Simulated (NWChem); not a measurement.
Species: SeCl$_{4}$; SMILES Cl[Se](Cl)(Cl)Cl

Results from NWChem. Medium grid unless said otherwise, to which SCAN and Minnesota functionals are sensitive. Structure relaxed at the PBE-D3(BJ)/def2-SVP level.

Q: Among these, which level gives the highest value of “dipole (D)”?
A. B3LYP/def2-SVP
B. SCAN/def2-SVP
C. PBE0/def2-SVP
D. BP86/def2-SVP

A: C, PBE0/def2-SVP. Values: BP86/def2-SVP 0.04; SCAN/def2-SVP 0.05; B3LYP/def2-SVP 0.16; PBE0/def2-SVP 0.21
